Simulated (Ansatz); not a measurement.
Input file for Ansatz (a program for electronic structure): R-wB97M-V/def2-TZVPPD on H6Si (a complex). Files ending in .json are basis or fitting sets from the Basis Set Exchange.

Ansatz 0.2 input:
```yaml
crystal:
  periodic: [false, false, false]
  atoms:
    - {symbol: Si, position_ang: [0.04975310, 0.05632914, -0.01268721]}
    - {symbol: H, position_ang: [0.11787617, 0.14422935, -1.48874344]}
    - {symbol: H, position_ang: [-1.33638392, -0.25746670, 0.40139849]}
    - {symbol: H, position_ang: [0.45894487, 1.34966639, 0.57991665]}
    - {symbol: H, position_ang: [0.95838262, -1.01139831, 0.46237679]}
    - {symbol: H, position_ang: [-0.10323497, -0.11933107, 3.35926626]}
    - {symbol: H, position_ang: [-0.14336337, -0.15899551, 4.10091112]}
basis:
  gaussian:
    orbitals: def2-TZVPPD.json
hamiltonian:
  xc: {name: wB97M-V}
scf: {lower_state_search: off}
```

The head of its log:

```
WARN ansatz: RAYON_NUM_THREADS=1 ignored (pool sized by the plan → 1); use --threads N
Functional definition: wB97M-V
these checks for a lower state are left out or cut short: stability, starts, cluster_reference, orbital_swaps, neighbouring_geometries, increment
integrals: 0.06 GiB planned
664 factors; their error is unknown
integrals: 0.09 GiB planned
226 factors; integrals over basis functions are off by at most 3.4e-5 eV
mean field: 0.58 GiB planned
mean field evaluation 1: about -7972.9734 eV, gradient 7.3e0 eV
mean field evaluation 2: about -7973.1451 eV, gradient 1.2e0 eV
```

Question: What total energy does the run end on?

Answer: -293.0082 hartree.
